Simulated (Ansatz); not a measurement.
Basis-set extrapolation for `CS[SiH2]BO` (PBE0-D4/def2-TZVP geometry, frozen core, the Gaussian-basis code of Ansatz). Multiplicity 1, RHF reference.

```
                      def2-TZVPP   def2-QZVPP
                 HF  -828.092053  -828.119035
    MP2 correlation    -0.816795    -0.879384
CCSD(T) correlation    -0.910078      not run
```

Energies in hartree. Use E(X) = E(∞) + A·exp(−7.88·√X) for Hartree–Fock and E(X) = E(∞) + B·X^(−2.97) for correlation, with X = 3 and 4, and add CCSD(T) minus MP2 of the smaller set to the MP2 limit.

Question: What is the CCSD(T) energy at the basis-set limit?

Answer: HF limit: -828.119035 + (-0.026982) × 0.13774 = -828.12275. MP2 limit: -0.879384 + (-0.062589) × 0.74074 = -0.92575. Higher-order term: -0.910078 − (-0.816795) = -0.09328. Total: -829.14178 hartree, 366.6 kJ/mol below CCSD(T)/def2-TZVPP.
